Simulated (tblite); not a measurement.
Species: C6H7OPS.
Cartesian coordinates in Å at the GFN2-xTB level; atoms count from 1:
```xyz
16
C6H7OPS angstrom
C     -2.5056    1.3810   -1.3182
O     -1.5379    0.6452   -0.6108
C     -1.9914   -0.3009    0.2351
P     -1.0107   -1.3070    1.1671
C      0.6436   -0.7772    0.7141
C      1.7722   -1.3496    1.2503
C      2.9668   -0.7958    0.7602
C      2.7426    0.1943   -0.1445
S      1.0725    0.4726   -0.4181
H     -1.9585    2.0968   -1.9289
H     -3.1014    0.7282   -1.9643
H     -3.1722    1.9162   -0.6341
H     -3.0679   -0.4164    0.3158
H      1.7270   -2.1443    1.9744
H      3.9469   -1.1181    1.0645
H      3.4665    0.7838   -0.6717
```

Calculated harmonic vibrations of the isolated species, GFN2-xTB (tblite), most abundant isotopes, no scaling. Errors from tens to a few hundred cm⁻¹ against measured bands are possible. One conformer, not necessarily the lowest.

Harmonic wavenumbers (cm⁻¹): 39.7, 59.1, 106.0, 137.5, 153.9, 199.1, 302.2, 313.0, 409.1, 427.2, 490.0, 533.8, 635.5, 721.8, 727.0, 739.4, 809.1, 848.6, 849.0, 910.8, 979.2, 1054.4, 1077.1, 1099.3, 1120.7, 1139.0, 1180.0, 1212.4, 1329.9, 1344.6, 1404.5, 1416.3, 1462.3, 1467.9, 1516.2, 2935.8, 2949.7, 3002.9, 3034.7, 3117.0, 3127.1, 3159.2.

A = 2243, B = 906.6, C = 648.3 MHz; mass 157.996 u (most abundant isotopes); point group Cs, symmetry number 1.

Question: What is the zero-point energy?

Answer: Half the sum of the wavenumbers: 24771 cm⁻¹ = 296.32 kJ/mol.

Question: Give the ideal-gas entropy at 350 K and 1 bar in the rigid-rotor, harmonic-oscillator model (classical rotation).

Answer: Translation 175.33, rotation 127.01, vibration 142.20: S = 444.5 J/(mol K).

Question: And Cp and H(350 K) − H(0)?

Answer: Cp = 172.48 J/(mol K), of which vibrations give 139.23 (their classical limit is 42 R = 349.2); H(350 K) − H(0) = 36.88 kJ/mol without the zero-point energy, 25.24 from vibrations.

Question: What must be added to the electronic energy to get the Gibbs energy at 350 K and 1 bar?

Answer: ZPE + [H(350 K) − H(0)] − T·S = 296.32 + 36.88 − 155.59 = 177.61 kJ/mol.

Question: How do the functions run with temperature in this model?

Answer: 
```
 T (K)  S (J/(mol K))  Cp (J/(mol K))  H − H(0) (kJ/mol)  G − H(0) (kJ/mol)  ln q(vib)
    50          253.3            57.0               2.17             -10.50       0.67
   100          299.8            78.3               5.58             -24.40       1.99
298.15          418.5           153.2              28.43             -96.33       7.14
373.15          455.8           180.7              40.97            -129.13       9.00
   500          514.3           219.3              66.45            -190.73      12.09
   750          613.8           270.0             128.18            -332.15      17.85
  1000          696.0           301.2             199.86            -496.18      23.11
```

q(vib) and H(0) count from the zero-point level.

Hindered rotation and anharmonicity are outside this model. Other conformers, if any are populated, would add a mixing term that is left out.

Time: 0.56 s of wall time. Hardware: one thread, Arm Neoverse V2 (aarch64), no GPU, shared host with 32 logical CPUs at a one-minute load of 18. The figure is for the frequency step alone.
